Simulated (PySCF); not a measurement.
## Relaxation of singlet CrO₂I₂

Method: PySCF, PBE0, basis Cr def2-SVP, O def2-SVP, I def2-SVP with ECP28 (scalar-relativistic core potentials, no spin–orbit coupling, density fitting). A (50,194) grid was used.

A hand-made see-saw (ligand arrangement 1) start, of C2v symmetry, held to at least that symmetry:

```xyz
5
charge 0 multiplicity 1, angstrom
Cr    0.0000    0.0000   -0.2649
O     1.3239    0.0000    0.7694
O    -1.3239    0.0000    0.7694
I     0.0000    2.5403   -0.0427
I     0.0000   -2.5403   -0.0427
```

(1) What forces act on the atoms at the start (eV/Å)?

(2) What does it relax to?

(3) How much energy is released, and in how many steps?

## Answers

(1) 
```json
{"atom": "Cr1", "Fx": "0.00", "Fy": "0.00", "Fz": "11.22"}
{"atom": "O2", "Fx": "-4.99", "Fy": "0.00", "Fz": "-4.35"}
{"atom": "O3", "Fx": "4.99", "Fy": "0.00", "Fz": "-4.35"}
{"atom": "I4", "Fx": "0.00", "Fy": "1.22", "Fz": "-1.26"}
{"atom": "I5", "Fx": "0.00", "Fy": "-1.22", "Fz": "-1.26"}
```

(2) It ends at C2v with Cr–I 2.472 Å (×2), Cr–O 1.527 Å (×2); I–Cr–I 112.0°, I–Cr–O 108.7° (×4), O–Cr–O 109.9° (after a last refinement on a finer grid). A frequency run shows a minimum. Other isomers or separated fragments may lie lower.

(3) 353.2 kJ/mol in 9 steps.

The relaxation took roughly 2 core-minutes on a shared host.
